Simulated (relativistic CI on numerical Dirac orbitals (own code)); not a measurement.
One change at a time: Sn XXII

Base calculation: Dirac-Coulomb-Breit CI, separate exchange-only KLI orbitals for each configuration, QED by a radiative potential, unscaled Slater integrals.

Configuration list (outside the closed core [Ar]): 3d10 4s, 3d10 4p, 3d10 4d, 3d10 4f, 3d10 5s, 3d10 5p, 3d10 5d, 3d10 5f, 3d10 5g, 3d10 6s, 3d10 6p, 3d9 4s2, 3d10 6d, 3d10 6f, 3d10 7s, 3d9 4s 4p, 3d10 8s, 3d9 4s 4d, 3d9 4s 4f, 3d9 4s 5s, 3d9 4s 5p, 3d9 4s 5d, 3d9 4s 5f. Double excitations out of closed p, d and f shells are left out; levels of such configurations are missing from the list, as are those of other unlisted configurations, and high levels can miss mixing partners.

Variants: (1) valence Slater integrals scaled by 0.9; (2) non-relativistic limit. Shifts of the energy above 3d10 4s 2S_1/2, in eV, for the lowest level and the first level of each name with at least 55 % of one term (blank where a level changes its place among those of its configuration and J or its character, or is not in the variant):

```tsv
Level	Base	Δ(1)	Δ(2)
3d10 4s 2S_1/2	0.000	0.000	0.000
3d10 4p 2P°_1/2	44.722	+0.036	-2.467
3d10 4p 2P°_3/2	56.362	+0.036	-14.107
3d10 4d 2D_3/2	129.715	+0.001	-15.146
3d10 4d 2D_5/2	131.922	+0.001	-17.354
3d10 4f 2F°_5/2	208.809	+0.002	-16.822
3d10 4f 2F°_7/2	209.027	+0.002	-17.040
3d10 5s 2S_1/2	271.461	+0.011	-9.146
3d10 5p 2P°_1/2	292.107	+0.006	-10.129
3d10 5p 2P°_3/2	297.256	+0.006	-15.278
3d10 5d 2D_3/2	330.601	0.000	-15.736
3d10 5d 2D_5/2	331.623	0.000	-16.758
3d10 5f 2F°_5/2	365.075	0.000	-16.586
3d10 5f 2F°_7/2	365.233	0.000	-16.744
3d10 5g 2G_7/2	376.705	0.000	-16.404
3d10 5g 2G_9/2	376.766	0.000	-16.465
3d10 6s 2S_1/2	400.008	+0.008	-12.572
3d10 6p 2P°_1/2	411.152	+0.002	-13.049
3d10 6p 2P°_3/2	413.904	+0.003	-15.800
3d10 6d 2D_3/2	431.923	0.000	-16.036
3d10 6d 2D_5/2	432.488	0.000	-16.600
3d9 4s2 2D_5/2	438.027	+0.017	+24.611
```

At this charge energies of transitions that change n are usually good to better than 1 %, and those within a shell (Δn = 0) to a few per cent.

Ionisation energy from the two ground configurations alone: base 640.91 eV. The NIST ASD value (semi-empirical) is 642.35 eV.

LS names give the leading component of a level, which can be under half, so a name can repeat, a term be missing and a line seem to break the LS rules.
